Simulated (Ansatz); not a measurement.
The cluster Rb₃H₄⁻, relaxed as a singlet with RKS PBE0-D4/def2-TZVPD in Ansatz, starting from the GFN2-xTB geometry. Force threshold 0.02 eV/Å.

In the def2 sets Rb takes a core potential; there is no spin–orbit coupling. Another isomer (singlet) lies 0.08 eV lower at PBE0-D4/def2-TZVPD; other spin states weren't run for this one.

Start:

```
atom   x (Å)   y (Å)   z (Å)
 Rb1   0.091  -1.804   1.441
 Rb2   1.932   0.718  -1.024
 Rb3  -2.039   0.647  -0.860
  H4   2.720   0.226   1.216
  H5  -1.899  -0.642   2.178
  H6  -0.064  -1.829  -1.880
  H7  -0.742   2.684  -1.073
```

Estimate the energy that the relaxation releases and the steps that it takes.

61.6 kJ/mol, in 6 steps; 3.5 s on 4 threads of AMD EPYC 9R45 on a shared host. No frequencies were taken in this run, so the end may be a saddle point.

Does the start keep its bonding and symmetry?

Bonds formed: Rb1–H4, Rb2–H7, Rb3–H5 (atoms count from 1). Point group C3 at the start, C3v at the end, both within 0.05 Å.

Predict the relaxed structure.


```xyz
7

Rb    0.415   -1.716    1.538
Rb    1.782    1.010   -1.130
Rb   -2.205    0.545   -0.573
H     2.629   -0.135    1.209
H    -2.096   -0.680    1.874
H    -0.046   -1.569   -1.622
H    -0.481    2.546   -1.296
```
Bond lengths (bridged metal pairs left out): 6 × H–Rb 2.74 Å.
